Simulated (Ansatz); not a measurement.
Geometry optimisation, RKS PBE0-D4/6-31G (Ansatz 0.2.0).

Input:

```yaml
crystal:
  periodic: [false, false, false]
  atoms:
    - { symbol: B, position_ang: [0.5358, -2.4462, -0.1024] }
    - { symbol: Si, position_ang: [1.5742, -0.8622, -0.5592] }
    - { symbol: C, position_ang: [0.4664, 0.5044, -1.1909] }
    - { symbol: O, position_ang: [0.6902, 0.9777, -2.4864] }
    - { symbol: C, position_ang: [-0.387, 1.0208, -0.3995] }
    - { symbol: C, position_ang: [-1.2782, 1.5627, 0.4192] }
    - { symbol: C, position_ang: [-1.4789, 0.9864, 1.7899] }
    - { symbol: H, position_ang: [-0.3256, -2.2884, 0.6919] }
    - { symbol: H, position_ang: [0.669, -3.4123, -0.6254] }
    - { symbol: H, position_ang: [2.5517, -1.2324, -1.5731] }
    - { symbol: H, position_ang: [2.2848, -0.406, 0.6639] }
    - { symbol: H, position_ang: [0.23716, 1.7404, -2.8657] }
    - { symbol: H, position_ang: [-1.91, 2.4224, 0.0733] }
    - { symbol: H, position_ang: [-1.3387, 1.7836, 2.561] }
    - { symbol: H, position_ang: [-0.8384, 0.104, 1.9942] }
    - { symbol: H, position_ang: [-2.5536, 0.684, 1.8915] }
basis:
  gaussian: { orbitals: "6-31G" }
hamiltonian:
  xc: pbe0
  dispersion: d4
relax:
  f_tol: 0.015
  max_steps: 40
output:
  orbitals: {}
```

Command:

```bash
$ ansatz run input.yaml --threads 1 --pin off --max-ram 2048MiB --backend cpu --events-out ev --progress --plain --runs-dir out
```

Problem. Where does it end, and by what steps?

Solution. It converged. The force dipped under the threshold on the way, but the program's further checks kept it going. Limits of this set-up: no polarisation functions. After 36 steps the energy has fallen by 3.549 eV; H8 moved furthest, 2.05 Å.

| step | energy less start (eV) | largest force component (eV/Å) | accepted |
| --- | --- | --- | --- |
| 0 | 0.0000 | 2.920 | yes |
| 2 | -1.9409 | 0.923 | yes |
| 4 | -2.6326 | 0.510 | yes |
| 6 | -3.0772 | 0.517 | yes |
| 8 | -3.3665 | 0.292 | yes |
| 10 | -3.4621 | 0.128 | yes |
| 12 | -3.3751 | 1.080 | no |
| 14 | -3.5087 | 0.084 | yes |
| 16 | -3.5211 | 0.187 | yes |
| 18 | -3.5283 | 0.265 | yes |
| 20 | -3.5361 | 0.079 | yes |
| 22 | -3.5412 | 0.207 | yes |
| 24 | -3.5443 | 0.095 | yes |
| 26 | -3.5381 | 0.343 | no |
| 28 | -3.5475 | 0.057 | yes |
| 30 | -3.5480 | 0.068 | yes |
| 32 | -3.5479 | 0.098 | no |
| 34 | -3.5486 | 0.016 | yes |
| 36 | -3.5487 | 0.014 | yes |

```xyz
16
Properties=species:S:1:pos:R:3
B 1.294 -2.873 -0.732
Si 1.692 -0.908 -0.501
C 0.208 0.212 -0.903
O -0.236 -0.048 -2.214
C -0.334 1.085 -0.087
C -0.864 1.946 0.754
C -1.961 1.637 1.735
H 0.205 -3.272 -1.021
H 2.167 -3.678 -0.567
H 2.837 -0.517 -1.404
H 2.125 -0.625 0.916
H -1.005 0.508 -2.446
H -0.492 2.973 0.767
H -1.624 1.822 2.763
H -2.280 0.594 1.659
H -2.833 2.281 1.563
```

Whether the end is a true minimum wasn't checked by a vibrational analysis.

Time of the run: 3.8 min on 1 thread of Arm Neoverse V2 (shared host), peak memory 0.22 GiB.
